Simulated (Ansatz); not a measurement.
Geometry optimisation, RKS B3LYP-D4/def2-SVP in Ansatz.

Input:

```yaml
crystal:
  periodic: [false, false, false]
  atoms:
    - { symbol: C, position_ang: [-0.0887, 0.91, -0.1498] }
    - { symbol: Al, position_ang: [0.2016, -0.9719, 0.2186] }
    - { symbol: F, position_ang: [0.55065, -2.06709, -1.12724] }
    - { symbol: Cl, position_ang: [0.04588, -1.77775, 2.21384] }
    - { symbol: H, position_ang: [-1.0061, 1.0397, -0.8602] }
    - { symbol: H, position_ang: [-0.3518, 1.5029, 0.7866] }
    - { symbol: H, position_ang: [0.7843, 1.4034, -0.6384] }
basis:
  gaussian: { orbitals: def2-SVP }
hamiltonian:
  xc: b3lyp
  dispersion: d4
relax:
  f_tol: 0.015
  max_steps: 40
```

Run as:

```bash
$ ansatz run input.yaml --threads 1 --pin off --max-ram 2048MiB --backend cpu --events-out ev --progress --plain --runs-dir out
```

Q: Where does it end, and by what steps?

A: The run converged. After 5 steps the energy has fallen by 0.272 eV; F3 moved furthest, 0.12 Å.

| step | energy less start (eV) | largest force component (eV/Å) | accepted |
| --- | --- | --- | --- |
| 0 | 0.0000 | 2.012 | yes |
| 1 | -0.2181 | 1.053 | yes |
| 2 | -0.2680 | 0.195 | yes |
| 3 | -0.2722 | 0.037 | yes |
| 4 | -0.2723 | 0.017 | yes |
| 5 | -0.2723 | 0.002 | yes |

```xyz
7
Properties=species:S:1:pos:R:3
C -0.120 0.918 -0.153
Al 0.179 -0.956 0.214
F 0.550 -2.010 -1.019
Cl 0.065 -1.808 2.131
H -0.970 1.041 -0.844
H -0.331 1.495 0.761
H 0.763 1.359 -0.647
```

Whether the end is a true minimum wasn't checked by a vibrational analysis.

Run time: 16 s on 1 thread of Arm Neoverse V2 (shared host), peak memory 0.15 GiB.
